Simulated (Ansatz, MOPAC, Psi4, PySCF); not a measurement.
Molecule: CLiN, net charge 0, singlet state. SMILES: [Li][N][C]
Coordinates optimised at B3LYP-D3(BJ)/def2-TZVP (Ansatz, a first-principles code):
```xyz
3

Li     0.0000     0.0000    -1.8676
C      0.0000     0.0000     1.0617
N      0.0000     0.0000    -0.1096
```

Wanted: vertical electron affinity to the doublet, in eV. Terms: non-relativistic; 6-311+G** with 5d; PM7 with its own dispersion and hydrogen-bond terms; 6-31G* and kin with 6d, 5d where marked; frozen cores in correlated levels; UHF or UKS for open shells; each state is the SCF solution reached for its charge and spin; no spin-orbit coupling; dispersion terms only where a functional's name holds one. First-principles rows: single points at B3LYP-D3(BJ) geometries (Ansatz). Semi-empirical rows: differences of heats of formation at the shared geometry for vertical values.

```tsv
level	program	vertical electron affinity to the doublet (eV)
AM1	MOPAC	-2.89
PM6	MOPAC	-3.95
PM7	MOPAC	-4.03
HF/6-311+G**	Ansatz	0.60
PBE/6-31G*	Ansatz	0.58
PBE/6-311+G**	Ansatz	0.83
B3LYP/STO-3G	Ansatz	-1.08
B3LYP/3-21G	Ansatz	0.63
B3LYP/6-31G*	Ansatz	0.56
B3LYP/6-311+G**	Ansatz	0.82
M06-2X/6-31G* (5d)	PySCF	0.34
wB97X-D/6-31G*	Psi4	0.43
MP2/6-31G*	Ansatz	0.42
PBE/def2-TZVPD	Ansatz	0.74
M06-2X/def2-TZVPD	PySCF	0.51
wB97X-V/def2-TZVPD	Ansatz	0.63
```

No value to compare with is used here. The 13 habitual levels span -4.03 (PM7) to 0.83 eV (PBE/6-311+G**); wB97X-V/def2-TZVPD gives 0.63.

The levels are drawn from those run, B3LYP/6-31G* more often than the rest, none by its result; left out are runs that failed, that the program found above a lower state of the same kind, or whose <S^2> lies over 0.5 above the pure value.
